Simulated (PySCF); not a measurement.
Cd³²⁺: ionisation energy

Cd³²⁺ [Ne] 3s2 3p4 (3P) → Cd³³⁺ [Ne] 3s2 3p3 (4S), as a difference of total energies. Computed with PySCF 2.14 in an even-tempered Gaussian basis (18 s from 4.4 bohr⁻², ratio 2.5; 12 p from 5.7 bohr⁻², ratio 2.5; 5 d from 27 bohr⁻², ratio 2.7; 4 f from 41 bohr⁻², ratio 2.7), with scalar relativity by spin-free X2C-1e. Correlated levels: outer shells: 1s2 frozen; virtual orbitals above 40 to 60 times the deepest correlated orbital energy dropped. The calculations carry no spin-orbit coupling.

| method | ionisation energy (eV) |
| --- | --- |
| UHF | 2004.8 |
| MP2 (outer shells) | 2005.8 |
| SCS-MP2 (outer shells) | 2005.8 |
| CCSD (outer shells) | 2005.8 |
| CCSD(T) (outer shells) | 2005.8 |

Spin-orbit coupling is strong in these open shells (close to jj coupling). The scalar numbers leave it out and a first-order estimate fails, so it can dominate the gap to the real levels.

Breit and QED terms and the two-electron picture change are absent.

For comparison: 1998 ± 3 eV (semi-empirical (NIST evaluation); NIST Atomic Spectra Database, ionization energies).
